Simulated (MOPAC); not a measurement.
Input file for MOPAC: AM1 on BCl2H (SMILES ClBCl), a point of a bond scan (R = 2.068 Å).

```
AM1 1SCF PRECISE CHARGE=0 THREADS=1
BCl2H

B     -0.49962006 1    -0.31561335 1    -0.37757090 1
H     -1.97284508 1    -1.24625950 1    -1.49091068 1
Cl    -0.35825051 1     1.42024989 1    -0.41873399 1
Cl     0.58410718 1    -1.27757472 1     0.58941750 1
```

It printed:

```
*******************************************************************************
 **                                                                           **
 **                              MOPAC v23.2.5                                **
 **                                                                           **
 *******************************************************************************
 ** MOPAC's Digital Object Identifier: https://doi.org/10.5281/zenodo.6511958 **
 **                                                                           **
 ** Please cite the open-source release paper for use of this MOPAC version:  **
 ** J. E. Moussa and J. J. P. Stewart (2026)                                  **
 ** MOPAC: An open-source semiempirical molecular orbital program             **
 ** J. Open Source Softw., 11(119), 8025, https://doi.org/10.21105/joss.08025 **
 *******************************************************************************

                              AM1 CALCULATION RESULTS

 *******************************************************************************
 *  AM1        - The AM1 Hamiltonian to be used
 *
 *
 *
 *                 CHARGE ON SYSTEM = 0
 *
 *
 *
 *  PRECISE    - TIGHTER CRITERIA TO BE USED
 *  1SCF       - DO 1 SCF AND THEN STOP
 *  THREADS=1  - MULTI-THREADING NOT USED
 *  T=         - A TIME OF 172800.0 SECONDS REQUESTED
 *  DUMP=N     - RESTART FILE WRITTEN EVERY 7200.0 SECONDS REQUESTED
 *******************************************************************************
AM1 1SCF PRECISE CHARGE=0 THREADS=1
 BCl2H

   ATOM   CHEMICAL          X               Y               Z
  NUMBER   SYMBOL      (ANGSTROMS)     (ANGSTROMS)     (ANGSTROMS)

     1       B         -0.49962006  *  -0.31561335  *  -0.37757090  *
     2       H         -1.97284508  *  -1.24625950  *  -1.49091068  *
     3      Cl         -0.35825051  *   1.42024989  *  -0.41873399  *
     4      Cl          0.58410718  *  -1.27757472  *   0.58941750  *



          CARTESIAN COORDINATES

    NO.       ATOM           X           Y           Z

     1         B         -0.4996     -0.3156     -0.3776
     2         H         -1.9728     -1.2463     -1.4909
     3        Cl         -0.3583      1.4202     -0.4187
     4        Cl          0.5841     -1.2776      0.5894

  H: (AM1): M.J.S. DEWAR ET AL, J. AM. CHEM. SOC. 107 3902-3909 (1985)
  B: (AM1): M.J.S. DEWAR ET AL, ORGANOMETALLICS, 7, 513-521 (1988)
 Cl: (AM1): M.J.S. DEWAR AND E. G. ZOEBISCH, THEOCHEM, 180, 1 (1988).

           Empirical Formula: H B Cl2  =     4 atoms



      MOLECULAR POINT GROUP   :   C2v


      RHF CALCULATION, NO. OF DOUBLY OCCUPIED LEVELS = 9


 -------------------------------------------------------------------------------
 AM1 1SCF PRECISE CHARGE=0 THREADS=1
 BCl2H



     1SCF WAS SPECIFIED, SO BFGS WAS NOT USED
     SCF FIELD WAS ACHIEVED


                              AM1 CALCULATION
                                                       MOPAC v23.2.5 Linux




          FINAL HEAT OF FORMATION =         34.02757 KCAL/MOL =     142.37135 KJ/MOL


          COSMO AREA              =        103.89 SQUARE ANGSTROMS
          COSMO VOLUME            =         86.71 CUBIC ANGSTROMS

          IONIZATION POTENTIAL    =          9.744440 EV
          HOMO LUMO ENERGIES (EV) =         -9.744 -1.816
          NO. OF FILLED LEVELS    =          9
          MOLECULAR WEIGHT        =         82.7239         POINT GROUP:  C2v

          MOLECULAR DIMENSIONS (Angstroms)

            Atom       Atom       Distance
           Cl     4    H     2     3.29648
           Cl     3    H     2     2.69124
            B     1    H     2     0.00000


          SCF CALCULATIONS        =          1





   ATOM   CHEMICAL          X               Y               Z
  NUMBER   SYMBOL      (ANGSTROMS)     (ANGSTROMS)     (ANGSTROMS)

     1       B         -0.49962006  *  -0.31561335  *  -0.37757090  *
     2       H         -1.97284508  *  -1.24625950  *  -1.49091068  *
     3      Cl         -0.35825051  *   1.42024989  *  -0.41873399  *
     4      Cl          0.58410718  *  -1.27757472  *   0.58941750  *

                             CARTESIAN COORDINATES

   1    B       -0.499620060    -0.315613350    -0.377570900
   2    H       -1.972845080    -1.246259500    -1.490910680
   3   Cl       -0.358250510     1.420249890    -0.418733990
   4   Cl        0.584107180    -1.277574720     0.589417500


           Empirical Formula: H B Cl2  =     4 atoms



      MOLECULAR POINT GROUP   :   C2v


                  EIGENVALUES
 -37.43153 -37.16343 -21.68183 -15.17069 -13.64367 -13.45707 -12.25734 -12.02050
  -9.74444  -1.81608   0.94999   2.36653   3.26516


              NET ATOMIC CHARGES AND DIPOLE CONTRIBUTIONS

  ATOM NO.   TYPE          CHARGE      No. of ELECS.   s-Pop       p-Pop
    1          B           0.192992        2.8070     1.43839     1.36862
    2          H           0.099592        0.9004     0.90041
    3         Cl          -0.146292        7.1463     1.98115     5.16514
    4         Cl          -0.146292        7.1463     1.98115     5.16514
 DIPOLE           X         Y         Z       TOTAL
 POINT-CHG.    -1.566    -0.989    -1.183     2.197
 HYBRID         0.308     0.194     0.233     0.432
 SUM           -1.258    -0.795    -0.951     1.766


          ATOMIC ORBITAL ELECTRON POPULATIONS

     Atom    s        px        py        pz
    1  B   1.43839   0.42889   0.58901   0.35073
    2  H   0.90041
    3 Cl   1.98115   1.93304   1.30666   1.92545
    4 Cl   1.98115   1.68166   1.76127   1.72221

 **********************
 *                    *
 * JOB ENDED NORMALLY *
 *                    *
 **********************




 == MOPAC DONE ==
```

The run finished.

Cost: around 0.05 core-seconds (rough).
